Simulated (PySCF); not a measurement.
## Two-dimensional NMR puzzle

Compound of formula C$_{5}$H$_{12}$OSi$_{2}$. Correlations simulated from computed shifts and the bond graph:

HSQC (one-bond C–H):
```
  δH     δC
9.90  204.4
6.92  152.1
6.89  152.1
0.56   -8.7
0.22   -7.6
```

COSY cross peaks (H two or three bonds apart, from the bond graph; peaks can be absent where the dihedral angle is near 90°):
```
  δH    δH
6.92  6.89
4.40  3.88
4.40  3.74
4.40  0.22
3.88  3.74
3.88  0.56
3.74  0.56
```

HMBC (two and three bonds, from the bond graph):
```
  δH                               δC
9.90                     161.8, 152.1
6.92                     204.4, 161.8
6.89                     204.4, 161.8
4.40  204.4, 161.8, 152.1, -7.6, -8.7
3.88                161.8, -7.6, -8.7
3.74                161.8, -7.6, -8.7
0.22                            161.8
```

Carbons without hydrogens: δ 161.8.

PySCF 2.14.0 with density-fitted response routines calculation with GIAO PBE0/pcSseg-1 shieldings and geometry: GFN2-xTB; fast rotation and ring inversion assumed for equivalent nuclei, single conformer, isolated molecule, no relativistic terms.

δ = σ(ref) − σ, references computed at the same level: 1H and 13C vs TMS.

Exchangeable hydrogens are left out of these lists.

**Question.** Work out the connectivity.

**Answer.** SMILES C=C(C=O)[Si@H](C)[SiH2]C.

Numbering as in the mapped SMILES `[CH2:1]=[C:2]([CH:3]=[O:4])[Si@H:5]([CH3:6])[SiH2:7][CH3:8]`. Hydrogens are named by the atom that carries them. Ha(C1) is cis to C3; Ha(Si7) is pro-R; Hb(Si7) is pro-S; Hb(C1) is trans to C3.

- δC 204.4 is C3, an aldehyde carbonyl carbon (δH 9.90).
- δC 161.8 is C2, an α carbon of a C=C–C=O unit.
- δC 152.1 is C1, a β carbon of a C=C–C=O unit (δH 6.92, 6.89).
- δC -7.6 is C6, a methyl carbon bonded to Si (δH 0.22).
- δC -8.7 is C8, a methyl carbon bonded to Si (δH 0.56).
- HMBC from δH 9.90 reaches the proton-free carbon C2.
- HMBC from δH 6.92 reaches the proton-free carbon C2.
- HMBC from δH 6.89 reaches the proton-free carbon C2.
- HMBC from δH 4.40 reaches the proton-free carbon C2.
- COSY links 6.92–6.89, 4.40–3.88, 4.40–3.74, 4.40–0.22, 3.88–3.74, 3.88–0.56.

The data come from this structure; uniqueness wasn't tested.

Shifts are as computed. Against solution values, carbons near 30 ppm lie about +3 ppm off and those near 130 ppm about +5 ppm. Of 1211 compounds with measured shifts, 218 miss one by over three times the rms of a fit or turn the order of signals round; such compounds aren't used in these exercises.
